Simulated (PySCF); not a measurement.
Species: C5H4F2.
SMILES with atom numbers: `[CH2:1]=[C:2]1[CH:3]=[C:4]1[CH:5]([F:6])[F:7]` (hydrogens: H8, H9 on C1; H10 on C3; H11 on C5)

Method: PySCF 2.14.0, PBE0-D3(BJ)/def2-SVP geometry optimisation, gas phase; density fitting, grid level 1; the optimiser is geomeTRIC in internal coordinates, started from a GFN2-xTB structure with every atom displaced at random (about 0.01 Å).

The end geometry, which sets the zero of energy:
```
atom  x, y, z in Å
C1     -2.1777    0.0685    0.0777
C2     -0.9026    0.4090   -0.0865
C3      0.1407    1.3440   -0.4229
C4      0.5098    0.1281   -0.0646
C5      1.6053   -0.8251    0.2246
F6      2.7968   -0.2941   -0.1093
F7      1.4285   -1.9578   -0.4848
H8     -2.4499   -0.9378    0.3998
H9     -2.9750    0.7883   -0.1146
H10     0.4432    2.3420   -0.7331
H11     1.6239   -1.0884    1.2986
```

**Question.** These geometries come from the run, each turned onto the end geometry. Order them by energy, lowest first.
A.
```
atom  x, y, z in Å
C1     -2.2059    0.0952    0.0757
C2     -0.9240    0.4249   -0.0914
C3      0.1498    1.3188   -0.4281
C4      0.4912    0.0920   -0.0458
C5      1.6106   -0.8315    0.2282
F6      2.7796   -0.2463   -0.1042
F7      1.4830   -1.9595   -0.5002
H8     -2.4408   -0.9077    0.4086
H9     -3.0248    0.7984   -0.1210
H10     0.4665    2.3088   -0.7335
H11     1.6578   -1.1162    1.2966
```
B.
```
atom  x, y, z in Å
C1     -2.1685    0.0911    0.0764
C2     -0.9397    0.5436   -0.1269
C3      0.2316    1.3263   -0.4341
C4      0.4253    0.0958   -0.0399
C5      1.5637   -0.8341    0.2304
F6      2.7179   -0.2420   -0.1022
F7      1.4165   -1.9588   -0.4999
H8     -2.2707   -0.9525    0.4149
H9     -3.0578    0.6927   -0.0876
H10     0.5396    2.3290   -0.7449
H11     1.5849   -1.1142    1.2986
```
C.
```
atom  x, y, z in Å
C1     -2.1837    0.0829    0.0791
C2     -0.9346    0.5026   -0.1151
C3      0.2052    1.3259   -0.4337
C4      0.4528    0.0900   -0.0404
C5      1.5888   -0.8337    0.2301
F6      2.7440   -0.2394   -0.1050
F7      1.4601   -1.9609   -0.4996
H8     -2.3922   -0.9363    0.4153
H9     -3.0360    0.7398   -0.1021
H10     0.5096    2.3245   -0.7416
H11     1.6288   -1.1185    1.2977
```
D.
```
atom  x, y, z in Å
C1     -2.1934    0.0749    0.0807
C2     -0.9117    0.3929   -0.0817
C3      0.1350    1.3166   -0.4248
C4      0.5012    0.1031   -0.0516
C5      1.6173   -0.8235    0.2245
F6      2.7925   -0.2461   -0.1051
F7      1.4759   -1.9511   -0.5018
H8     -2.5134   -0.9119    0.4106
H9     -2.9666    0.8160   -0.1267
H10     0.4540    2.3091   -0.7331
H11     1.6520   -1.1032    1.2938
```

**Answer.** D (0.005 eV), A (0.021 eV), C (0.104 eV), B (0.204 eV).

In the order of the answer:

```
step  E above end (eV)  largest force (eV/Å)  rms force component (eV/Å)  rms distance from end (Å)  rms bond change (Å)  bond most changed (Å)
   4             0.005                  0.24                       0.078                      0.037                0.002           C4–C5 -0.004
   3             0.021                  0.97                       0.238                      0.041                0.007           C2–C4 +0.014
   2             0.104                  1.26                       0.331                      0.063                0.004           C2–C4 +0.009
   1             0.204                  1.82                       0.504                      0.101                0.008           C4–C5 +0.014
```

What follows is the cost of the whole optimisation. Hardware: an Arm Neoverse N1 with one thread, shared host with 64 logical CPUs at a one-minute load of 60. Cost: 81 s, 0.51 GiB resident at most.
